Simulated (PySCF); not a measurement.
Au⁶⁷⁺: ionisation energy

Au⁶⁷⁺ [Ne] 3s2 (1S) → Au⁶⁸⁺ [Ne] 3s1 (2S), as a difference of total energies. All numbers are calculated (PySCF 2.14, the spin-free X2C one-electron Hamiltonian (Gaussian nucleus), in an uncontracted even-tempered set (17 s from 21 bohr⁻², ratio 2.5; 12 p from 27 bohr⁻², ratio 2.5; 4 d from 98 bohr⁻², ratio 2.7; 4 f from 150 bohr⁻², ratio 2.7)). Correlated levels: outer shells: 1s2 frozen; virtual orbitals above 40 to 60 times the deepest correlated orbital energy dropped. The calculations carry no spin-orbit coupling.

| method | ionisation energy (eV) |
| --- | --- |
| UHF | 8216.2 |
| MP2 (outer shells) | 8219.5 |
| SCS-MP2 (outer shells) | 8219.9 |
| CCSD (outer shells) | 8219.8 |
| CCSD(T) (outer shells) | 8219.8 |

Question: How much does correlation contribute at CCSD(T) (outer shells)?

Answer: 8219.8 − (8216.2) = 3.6 eV, measured against UHF.

Breit and QED terms and the two-electron picture change are absent.

For comparison: 8210 ± 40 eV (theoretical estimate listed by NIST; NIST Atomic Spectra Database, ionization energies).
